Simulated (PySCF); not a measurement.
PySCF job for AlO, SMILES [O]=[Al], multiplicity 2, B3LYP-D3(BJ)/def2-TZVPD. Geometry: B3LYP-D3(BJ)/def2-TZVPD.

```python
import numpy as np
from pyscf import gto, scf, dft, df
from pyscf.hessian import thermo

mol = gto.M(
    atom='''
    Al    0.00000000    0.00000000   -0.61993369
    O     0.00000000    0.00000000    1.00739225
    ''',
    basis='def2-TZVPD',
    charge=0,
    spin=1,
    max_memory=1600,
    verbose=3,
)
mf = dft.UKS(mol, xc='b3lyp').density_fit(auxbasis='def2-universal-jkfit')
mf.disp = 'd3bj'
mf.grids.level = 3
mf.conv_tol = 1e-11
mf.max_cycle = 100
mf.kernel()
fine, coarse = mf.grids, dft.Grids(mol).set(level=1).build(with_non0tab=True)
for _ in range(3):  # follow internal instabilities
    mf.grids = coarse
    mo, _, stable, _ = mf.stability(return_status=True, nroots=4)
    mf.grids = fine
    if stable:
        break
    mf.kernel(mf.make_rdm1(mo, mf.mo_occ))

# analytic Hessian; the response equations are solved on a coarser grid
h, args, fine = mf.Hessian(), (mf.mo_energy, mf.mo_coeff, mf.mo_occ), mf.grids
h.max_memory = max(150, 2.5e-5 * df.make_auxmol(mol, mf.with_df.auxbasis).nao * mol.nelec[0] * (mol.nelec[0] + mol.nao))  # MB; small integral blocks
h1ao = h.make_h1(mf.mo_coeff, mf.mo_occ)
mf.grids = dft.Grids(mol).set(level=1).build(with_non0tab=True)
mo1, mo_e1 = h.solve_mo1(*args, h1ao)
mf.grids = fine
hess = h.hess_elec(*args, mo1, mo_e1, h1ao) + h.hess_nuc()
if mf.do_disp():
    hess += h.get_dispersion()
for i in range(mol.natm):  # the analytic DFT Hessian lacks the response of the grid: restore translational invariance
    hess[i, i] -= hess[i].sum(axis=0)
hess = (hess + hess.transpose(1, 0, 3, 2)) / 2
vib = thermo.harmonic_analysis(mol, hess, imaginary_freq=False)
thermo.dump_normal_mode(mol, vib)
th = thermo.thermo(mf, vib['freq_au'][vib['freq_au'] > 0], 298.15, 101325)
thermo.dump_thermo(mol, th)
g0 = mf.nuc_grad_method().set(verbose=0).kernel()

# dipole derivatives [dipole axis, atom, xyz] from the same response
r, irp = mol.intor('int1e_r'), mol.intor('int1e_irp').reshape(3, 3, mol.nao, mol.nao)
sl, dm0, ok = mol.aoslice_by_atom(), np.array(mf.make_rdm1()), []
dmu = np.einsum('a,xt->xat', mol.atom_charges(), np.eye(3))
for a, (_, _, p0, p1) in enumerate(sl):
    dmu[:, a] += 2 * np.einsum('xtij,ij->xt', irp[:, :, :, p0:p1], dm0.reshape(-1, mol.nao, mol.nao).sum(0)[:, p0:p1])
    for u, c, occ, f in zip(mo1, mf.mo_coeff, mf.mo_occ, (2, 2)):
        dmu[:, a] -= f * np.einsum('tui,xuv,vi->xt', u[a], r, c[:, occ > 0], optimize=True)
L = vib['norm_mode']
ir = 974.8801 * (np.einsum('xat,kat->kx', dmu, L) ** 2).sum(1)       # km/mol
apt = np.einsum('xax->a', dmu) / 3
print('mode   freq/cm-1   IR/(km/mol)')
for k, w in enumerate(vib['freq_wavenumber']):
    print(f'{k + 1:4d} {w:11.2f} {ir[k]:13.3f}')
print('max |gradient| / (hartree/bohr):', abs(g0).max())
print('APT charges:', apt.round(4))
```

It prints:

```

WARN: HOMO -0.235534267149362 >= LUMO -0.23553426714939

converged SCF energy = -317.677406810014  <S^2> = 0.75898127  2S+1 = 2.0089612
<class 'pyscf.df.df_jk.DFUKS'> wavefunction is stable in the internal stability analysis

WARN: DFTD3 does not support analytical Hessian, using finite difference


WARN: Mole.unit (angstrom) is changed to Bohr

Mode                                 0
Irrep
Freq [cm^-1]                      950.6394
Reduced mass [au]                  18.8560
Force const [Dyne/A]               10.0399
Char temp [K]                    1367.7585
Normal mode                   x     y     z
       0  Al                 0.00  0.00 -0.12
       1   O                 0.00  0.00  0.20
temperature 298.1500 [K]
pressure 101325.00 [Pa]
Rotational constants [GHz] inf 19.00117 19.00117
Symmetry number 1
Zero-point energy (ZPE) 0.00217 [Eh]   5686.086 [J/mol]
                           tot       elec      trans        rot        vib
Entropy [J/mol/K]       218.343      5.763    155.649     56.454      0.477
Cv [J/mol/K]             22.604      0.000     12.472      8.314      1.818
Cp [J/mol/K]             30.918      0.000     20.786      8.314      1.818
Internal energy [J/mol]                      3718.434   2478.956   5803.028
Internal energy [Eh]   -317.67284  -317.67741
Enthalpy [J/mol]                             6197.391   2478.956   5803.028
Enthalpy [Eh]          -317.67189
Gibbs free energy [J/mol]                  -40209.268 -14352.680   5660.725
Gibbs free energy [Eh] -317.69669
mode   freq/cm-1   IR/(km/mol)
   1      950.64         2.424
max |gradient| / (hartree/bohr): 1.3535963994528816e-05
APT charges: [ 0.4204 -0.4204]
```

The run converged.

Cost: roughly 30 core-seconds.
